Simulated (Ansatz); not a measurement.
Wavefunction ladder for Br2ClH2HfN, SMILES `[NH2][Hf]([Cl])([Br])[Br]`

Z-matrix (Å, degrees):
```
Hf
Cl 1 2.330
Br 1 2.496 2 113.0
N 1 1.991 2 106.0 3 118.3
Br 1 2.497 2 112.1 3 -123.5
H 4 1.012 1 125.7 2 -176.0
H 4 1.011 1 125.0 2 4.1
```

Total charge 0; spin multiplicity 1. Correlated methods include outer-core shells of Br, Hf, which these sets cover unevenly. Scalar relativity is left out up to krypton. Hf takes the def2 core potential. The geometry is a stationary point of PBE0-D4/def2-TZVP. It is one conformer, not always the lowest. Frozen core, restricted reference, Ansatz 0.2.0.

```
     basis      HF (Eh)  MP2 corr.
  def2-SVP  -5706.90023   -0.98412
def2-TZVPP  -5707.77596   -1.26865
def2-QZVPP  -5707.89034   -1.98809
```

(1) Estimate the CCSD correlation energy and the (T) correction in each basis where they were run (hartree).

## Answers

(1) 
```csv
basis,CCSD corr.,(T)
def2-SVP,-0.99874,-0.02905
```
